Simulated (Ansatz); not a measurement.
AlFH₄O₄Si (`O[Si](O)(O)[O][AlH][F]`), relaxed with RKS PBE-D4/def2-SVP in the Gaussian-basis code of Ansatz from a rough embedded geometry. The force threshold is 0.03 eV/Å; the program also tests the step.

Total charge 0; spin multiplicity 1.

Start:

```xyz
11

O    -0.998    1.775   -1.172
Si   -0.465    0.417   -0.389
O    -1.519    0.076    0.909
O    -0.429   -0.912   -1.440
O     1.151    0.722    0.178
Al    1.704   -0.812    1.035
F     1.403   -1.071    2.801
H    -1.937    1.590   -1.437
H    -1.477    0.815    1.548
H     0.138   -0.628   -2.213
H     2.430   -1.971    0.179
```

```csv
step,energy (eV),largest force (eV/Å),largest move (Å)
1,-25420.4791,2.424,0.000
2,-25420.8684,1.651,0.194
3,-25421.1335,0.535,0.200
4,-25421.1627,0.317,0.070
5,-25421.1830,0.221,0.126
6,-25421.2041,0.145,0.195
7,-25421.2075,0.379,0.183
8,-25421.2192,0.535,0.200
9,-25421.2313,0.185,0.080
10,-25421.2397,0.086,0.130
11 (rejected),-25421.2307,0.712,0.195
13,-25421.2493,0.161,0.098
15,-25421.2577,0.175,0.068
17,-25421.2662,0.172,0.195
19,-25421.2689,0.143,0.095
21,-25421.2713,0.085,0.082
23,-25421.2727,0.092,0.048
25 (rejected),-25421.2700,0.325,0.084
27,-25421.2790,0.124,0.098
29,-25421.2817,0.164,0.035
31,-25421.2858,0.211,0.082
33,-25421.2886,0.040,0.023
34,-25421.2888,0.008,0.028
```

End:

```xyz
11

O    -0.363    1.720   -1.005
Si   -0.580    0.122   -0.564
O    -1.495   -0.075    0.810
O    -1.397   -0.753   -1.716
O     0.977   -0.442   -0.335
Al    1.831   -0.696    1.125
F     0.966   -0.265    2.511
H    -1.199    2.214   -1.074
H    -0.993    0.085    1.633
H    -1.040   -0.642   -2.614
H     3.292   -1.269    1.230
```

It took 77 s on 3 threads of an AMD EPYC 7R13 on a shared host and a share of an NVIDIA H100 80 GB, with 0.83 GiB of host memory at the peak.
